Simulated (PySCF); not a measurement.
C₂H₁₁FOSi₃, singlet, at a GFN2-xTB geometry, with bond 12-5 at 2.4 times its length.

The PySCF input:
```python
from pyscf import gto, scf, mcscf
import numpy

mol = gto.Mole()
mol.atom = '''
    Si    2.488781    0.294259    0.243908
    F     2.029653    0.436874   -1.317597
    Si    0.490947    0.003954    1.376171
    Si   -1.300010   -0.153111   -0.112114
    C    -2.983858    0.379021    0.592590
    C    -1.412494   -1.932235   -0.801311
    O    -1.063834    0.910610   -1.332873
    H     3.431545   -0.819627    0.160166
    H     3.268811    1.516574    0.423399
    H     0.356596    1.104267    2.350091
    H     0.621534   -1.186450    2.237606
    H    -3.702557   -1.156289    2.570726
    H    -3.761385    0.334605   -0.164065
    H    -2.945105    1.398818    0.961743
    H    -0.477615   -2.229562   -1.269994
    H    -1.627990   -2.653925   -0.019723
    H    -2.193508   -2.019062   -1.552071
    H    -0.283718    0.886161   -1.881783
'''
mol.basis = 'sto-3g'
mol.charge = 0
mol.spin = 0
mol.verbose = 4
mol.build()

mf = scf.RHF(mol)
mf.kernel()
mc = mcscf.CASSCF(mf, 3, 4)
mc.fix_spin_(ss=0.0)
mc.kernel()
occ = numpy.linalg.eigvalsh(mc.fcisolver.make_rdm1(mc.ci, mc.ncas, mc.nelecas))[::-1]
ss = mc.fcisolver.spin_square(mc.ci, mc.ncas, mc.nelecas)[0]
print('natural occupations', occ.round(4), ' <S^2>', round(ss, 4))
```

**Question.** What does this run give for the SCF-reference Mulliken (on the basis functions themselves) charges in atom order, nuclear repulsion energy, natural occupations of the active orbitals, SCF-reference HOMO-LUMO gap, SCF-reference HOMO energy?

**Answer.** 
The SCF-reference Mulliken (on the basis functions themselves) charges in atom order comes out as Si1 0.64, F2 -0.35, Si3 0.29, Si4 0.83, C5 -0.25, C6 -0.37, O7 -0.52, H8 -0.17, H9 -0.16, H10 -0.15, H11 -0.15, H12 -0.09, H13 0.06, H14 0.06, H15 0.05, H16 0.05, H17 0.05, H18 0.19 and the nuclear repulsion energy is 549.7426 Eh. The natural occupations of the active orbitals is 2.00, 1.31, 0.69, the SCF-reference HOMO-LUMO gap is 8.14 eV and the SCF-reference HOMO energy is -5.47 eV.

**Question.** Roughly what does it cost on one core?

**Answer.** very roughly 13 core-seconds.
